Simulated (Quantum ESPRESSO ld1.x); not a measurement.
Results of a calculation; reference values are marked as such.
Charge is removed step by step from the 5p down level of Gd, starting from [Kr] 4d10 4f7 5s2 5p(up 3, down 3) 5d1 6s2. Level of theory: scalar-relativistic Kohn-Sham, LDA (Slater exchange, Perdew-Zunger correlation), spin-polarised, spherical densities, point nucleus; open shells are filled with parallel spins first (ld1.x of Quantum ESPRESSO 7.5).

removed (e)  E - E(0) (eV)  eigenvalue (eV)  E minus straight line (eV)
0                    0.000          -25.751                       0.000
0.2                  5.329          -27.600                      -0.788
0.4                 11.036          -29.538                      -1.197
0.6                 17.139          -31.550                      -1.210
0.8                 23.651          -33.625                      -0.815
1                   30.582          -35.754                       0.000

Removing the whole electron costs 30.582 eV by Delta-SCF, against 25.751 eV from minus the eigenvalue at the starting occupation. Integrating minus the eigenvalue over the occupation (Janak's theorem) gives 30.613 eV. In this scalar-relativistic scheme the density is built from large components alone, so the theorem holds only approximately. The mean slope of the eigenvalue, de/dn, is 10.0 eV per electron.
